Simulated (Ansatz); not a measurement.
Reaction (ligand exchange at the Si–S bond): `C[SiH2]SCF` + `[SH][Ti]([Cl])([Cl])[Cl]` → `C[SiH2][S][Ti]([Cl])([Cl])[Cl]` + `FCS`

Isolated molecules relaxed with PBE0-D4/def2-TZVP in Ansatz; ΔE leaves out vibrations. CCSD(T)/CBS adds triple-zeta CCSD(T) − MP2 to the extrapolated MP2 energy (def2 sets, frozen cores). DFT in def2-TZVPP. For Ti outer-core shells are correlated without core-valence functions, which leaves a few kJ/mol of doubt a bond. Scalar relativity is left out up to krypton. One conformer a species, not always the lowest.

```json
{"species": "`C[SiH2]SCF`", "PBE-D4 energy (Eh)": "-867.55451"}
{"species": "`[SH][Ti]([Cl])([Cl])[Cl]`", "PBE-D4 energy (Eh)": "-2628.24218"}
{"species": "`C[SiH2][S][Ti]([Cl])([Cl])[Cl]`", "PBE-D4 energy (Eh)": "-2958.11318"}
{"species": "`FCS`", "PBE-D4 energy (Eh)": "-537.69097"}
```

Q: Work out ΔE.

A: ΔE = (-2958.11318) + (-537.69097) − (-867.55451) − (-2628.24218) = -0.00746 Eh = -4.7 kcal/mol. CCSD(T)/CBS gives -5.9 kcal/mol.

Largest T1 diagnostic among the species: 0.026, so the coupled-cluster value is less sure than usual.

In def2-TZVPP, CCSD(T) changes the Hartree–Fock value by −2.8 kcal/mol (the triples alone add −0.9 kcal/mol) and MP2 by −4.2 kcal/mol. The D4 term adds −2.4 kcal/mol with B3LYP and −1.4 kcal/mol with PBE0; it sums over pairs of atoms, weighted by their polarisabilities, and B3LYP, whose exchange is more repulsive, gets the larger term.

B3LYP here is the variant with VWN-RPA as its local correlation; programs differ in this.
